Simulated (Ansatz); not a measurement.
The cluster Pd₄H₇. Charge 0, multiplicity 2. Geometry PBE0-D4/def2-SVP, basis def2-TZVP, Ansatz.

```csv
atom,x (Å),y (Å),z (Å)
Pd1,-0.1474,2.1008,-0.1334
Pd2,0.4686,0.2546,1.7780
Pd3,0.6455,-0.1913,-0.9917
Pd4,-1.8006,-0.0889,0.1848
H5,1.8507,-0.7588,1.7727
H6,1.3540,0.0735,-2.5486
H7,-0.9476,1.0926,1.1821
H8,-2.6822,-1.3246,-0.6202
H9,1.7728,-0.5423,2.5941
H10,2.0205,0.1117,-2.0014
H11,-2.5343,-0.7272,-1.2164
```

```tsv
run	HOMO (eV)	LUMO (eV)
A	-4.80	-4.16
B	-7.84	-1.28
C	-5.05	-4.77
D	-5.75	-3.26
E	-4.77	-4.40
```

In the def2 sets Pd takes a core potential; there is no spin–orbit coupling. In the doublet, H5 and H9 lie 0.85 Å apart, H8 and H11 lie 0.86 Å apart, H6 and H10 lie 0.86 Å apart (atoms count from 1), so H2 has formed as a molecule. No other spin state of charge 0 was run. Another isomer (doublet) lies 0.04 eV lower at PBE0-D4/def2-TZVP; other spin states weren't run for this one.

HOMO and LUMO are taken over both spins.

Q: The runs used LDA (SPW92), PBE, PBE0, r2SCAN, ωB97M-V. Estimate which is which.

A: A r2SCAN (0 % exact exchange); B ωB97M-V (range-separated); C LDA (SPW92) (0 % exact exchange); D PBE0 (25 % exact exchange); E PBE (0 % exact exchange). Exact exchange lowers occupied and raises empty levels; among semilocal functionals meta-GGAs tend to open the gap a little, and such runs are hard to tell apart. The gap grows from 0.28 eV (LDA (SPW92)) to 6.55 eV (ωB97M-V).
